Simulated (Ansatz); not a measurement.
The same path of CH5AlFO (9 atoms, charge 1, multiplicity 1) was run 3 times with different band settings. The coordinate that changes most is the height of O1 over the plane of its neighbours.

Theory: Ansatz, RKS B3LYP-D4/def2-SVP.

Relaxed end points:

```xyz
9
Properties=species:S:1:pos:R:3
O -0.430 1.224 -0.129
C 0.749 0.277 -0.230
Al -0.014 -1.422 0.547
F -1.607 -0.825 0.591
H -0.542 1.888 -0.836
H -1.261 0.691 0.071
H 1.022 0.212 -1.294
H 1.565 0.773 0.314
H 0.518 -2.817 0.965
```

```xyz
9
Properties=species:S:1:pos:R:3
O -0.545 1.027 -0.588
C 0.719 0.225 -0.351
Al 0.012 -1.379 0.648
F -1.542 -0.714 0.852
H -0.476 2.001 -0.573
H -1.282 0.656 -0.009
H 1.150 0.065 -1.349
H 1.402 0.862 0.232
H 0.562 -2.743 1.138
```

Common settings: movable images 7; climbing image yes; spring 5.0 eV/Å²; optimiser quadratic models (default); start path IDPP; end points relaxed.

| run | force threshold | iteration limit |
| --- | --- | --- |
| 1 | 0.03 eV/Å | 44 |
| 2 | 0.03 eV/Å | 6 |
| 3 | 0.5 eV/Å | 60 |

Task: What does each run give, and how far can it be trusted?

Result: Run 1: converged after 5 iterations, highest image 0.043 eV above the first end. A vibrational analysis at the climbing image gives one clearly imaginary mode, 381i cm⁻¹: a first-order saddle point.
Run 2: converged after 5 iterations, highest image 0.043 eV above the first end. Another band between the same ends (7 images) ends at a top of the same energy, where a vibrational analysis finds 1 clearly imaginary mode.
Run 3: converged after 1 iterations, highest image 0.050 eV above the first end. The threshold of 0.5 eV/Å is loose, so the images may lie well off the minimum-energy path. The order of the stationary point at the top wasn't checked.
Limits of this set-up: the dipole of an ion depends on the origin.
